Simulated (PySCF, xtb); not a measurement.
C3H6BFO2, SMILES OB(O)[C@@H]1C[C@@H]1F. One conformer was computed; it need not be the lowest.

Harmonic wavenumbers (cm⁻¹) from GFN2-xTB (xtb 6.7.1) at its own minimum, in rising order: 39, 114, 171, 347, 369, 408, 469, 535, 597, 637, 723, 824, 866, 945, 952, 987, 1020, 1033, 1067, 1085, 1140, 1202, 1230, 1311, 1324, 1369, 1447, 3017, 3028, 3091, 3127, 3621, 3662.

Problem. What does PBE-D3(BJ)/def2-SVP in PySCF give at its own minimum? (The exact figures need the calculation; the answer reports its results.)

Solution. 47, 119, 183, 354, 391, 423, 480, 496, 575, 661, 729, 773, 812, 947, 969, 981, 986, 1009, 1026, 1063, 1133, 1192, 1230, 1341, 1388, 1411, 1438, 3062, 3064, 3076, 3166, 3730, 3766. Paired by order, the mean absolute difference is 28 cm⁻¹ and the zero-point energies are 59.7 and 60.1 kcal/mol.
